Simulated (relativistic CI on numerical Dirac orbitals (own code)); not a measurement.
**Co+ in a cubic cluster: L2,3 absorption with charge transfer**

Computed with a charge-transfer multiplet model of a cubic metal-ligand cluster with up to 2 ligand holes, Slater and spin-orbit integrals from Dirac-Coulomb-Breit ions, Slater integrals scaled by 0.8. The ground state mixes d8 with configurations of k ligand holes L, whose averages lie at kΔ + k(k − 1)U_dd/2; a core hole lowers each added d electron by U_cd. 300 K, Lorentzian 0.4 eV and Gaussian 0.3 eV FWHM.

Atomic integrals in eV (Slater integrals scaled, ζ unscaled), ground: F2dd 8.285, F4dd 5.103, zeta_d 0.056; with the core hole: F2dd 8.285, F4dd 5.103, zeta_d 0.075, zeta_core 9.677, F2cd 5.321, G1cd 3.943, G3cd 2.240.

Cluster parameters (eV): Δ = 4, U_dd = 5.8, U_cd = 7.5, 10Dq = 0.7, 10Dq(ligand) = 1.2, final-state hopping factor = 0.9.

Weights, n_d and S are thermal averages at 300 K. Photon energies count from the first peak over 30 % of the highest in each spectrum, which can be another peak from case to case. The parameters are a model scan and need not match a compound or its usual spin state. Peaks in eV (height, largest 100): 0.0 (100), 1.3 (22), 14.6 (25), 15.4 (25).

Q: Which parameters give this spectrum?
A. V(eg) = 1.2 eV, V(t2g) = -0.61 eV
B. V(eg) = 0.6 eV, V(t2g) = -0.3 eV
C. V(eg) = 0.9 eV, V(t2g) = -0.46 eV
D. V(eg) = 0.3 eV, V(t2g) = -0.15 eV
E. V(eg) = 1.8 eV, V(t2g) = -0.92 eV

A: E. V(eg) = 1.8 eV, V(t2g) = -0.92 eV; the ground state then has 8.19 d electrons and S = 1.00. The choice follows from running the model for each set and comparing peak positions and heights.
